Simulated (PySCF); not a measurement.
Computed IR spectrum (relative IR intensity) of a molecule CH10N2Si3. The structure is a stationary point at PBE-D3(BJ)/def2-SVP. One conformer was computed; it need not be the lowest. All values below come from PBE-D3(BJ)/def2-SVP in PySCF 2.14.0. Frequencies are harmonic and unscaled.

Lines under 2 % of the strongest are left out, and lines within 2 cm⁻¹ are merged.

```tsv
ν (cm⁻¹)	relative intensity
268	11
364	36
409	16
433	17
463	4.6
571	4.1
650	4.5
691	10
719	15
750	6.2
807	31
822	22
870	74
875	100
903	17
909	19
947	7.4
975	9.6
994	14
1105	39
1327	2.1
1492	9.7
2118	41
2130	68
2140	23
2149	14
2152	51
3480	4.3
3489	6.1
3578	4.8
```

Task: Which molecule gave these data?
A) N[Si@@H]1N[SiH2]C[SiH2]1
B) N[Si@H]1[SiH2]CN[SiH2]1
C) N[Si@]1([SiH3])C[SiH2]N1
D) C[Si]1(N)[SiH2]N[SiH2]1

Result: A, N[Si@@H]1N[SiH2]C[SiH2]1
